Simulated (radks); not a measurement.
Question: All-electron calculation, non-relativistic Kohn-Sham, LB94 model potential, spin-polarised, spherical densities, point nucleus; open shells are filled with parallel spins first (spin-orbit coupling, left out, can overturn this in heavy ions). Program: a radial shooting solver on a logarithmic mesh with Libxc functionals. Response by self-consistent Sternheimer equations with the Hartree and adiabatic LDA kernel. For heavy and open-shell atoms this level of theory can miss by tens of per cent. Rank Pm7+, Ba2+, Nd6+, Pr5+, Xe, Ce4+, La3+, Cs+, Sm8+ (NIST ground configurations) by static dipole polarisability, largest first.

Answer: Xe 27.36, Cs+ 16.34, Ba2+ 11.06, La3+ 8.050, Ce4+ 6.142, Pr5+ 4.848, Nd6+ 3.931, Pm7+ 3.225, Sm8+ 2.670 bohr^3.
